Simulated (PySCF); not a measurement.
Compound: C4H4Se2.
Z-matrix (Å and degrees, GFN2-xTB geometry), rows numbered from 1:
```
C 
C   1  1.3239
Se  2  1.9039  1  125.62
C   3  1.9043  2   97.76  1    34.80
C   4  1.3239  3  125.61  2   -34.93
Se  5  1.9036  4  125.60  3     0.10
H   1  1.0816  2  121.52  3  -177.44
H   2  1.0816  1  121.52  3   177.37
H   4  1.0814  3  112.85  2   142.77
H   5  1.0816  4  121.54  3   177.55
```

Vertical excitations from PySCF (density fitting, frozen core in the response, grid level 2 and gas phase unless stated; continuum runs use non-equilibrium linear response for the excitations) on a GFN2-xTB geometry. Reference run:

```
                                   settings    S1, eV (f)    S2, eV (f)    S3, eV (f)    S4, eV (f)    S5, eV (f)    S6, eV (f)  T1, eV (Tamm–Dancoff)  mean α (au)
CAM-B3LYP/def2-SVPD, full TDDFT, 8 singlets  3.81 (0.000)  4.66 (0.003)  5.09 (0.012)  5.11 (0.141)  5.26 (0.000)  5.63 (0.024)                   3.26         95.9
```

What do these settings give: B97-D/6-31G, start guess atom, TDA, 6 singlets?

```tsv
settings	S1, eV (f)	S2, eV (f)	S3, eV (f)	S4, eV (f)	S5, eV (f)	S6, eV (f)	T1, eV (Tamm–Dancoff)	mean α (au)
B97-D/6-31G, start guess atom, TDA, 6 singlets	3.45 (0.000)	4.48 (0.000)	4.76 (0.092)	5.05 (0.005)	5.05 (0.030)	5.14 (0.000)	3.08	77.7
```

S1 moves by -0.36 eV; functional, basis and response scheme change together, so the shift can't be laid on one. States are counted by energy in each run and needn't keep their character from row to row.

Give the leading configurations of S1 (H = HOMO, L = LUMO) and the HOMO–LUMO gap of each run.

| settings | S1 configurations (weight) | S1 (eV) | orbital gap (eV) | S1 − gap (eV) |
| --- | --- | --- | --- | --- |
| CAM-B3LYP/def2-SVPD, full TDDFT, 8 singlets | H→L 0.96 | 3.81 | 7.16 | -3.35 |
| B97-D/6-31G, start guess atom, TDA, 6 singlets | H→L 0.98 | 3.45 | 3.31 | +0.14 |

 Relativistic effects, spin–orbit coupling among them, are left out although an element past zinc is present.

One conformer stands for the species.
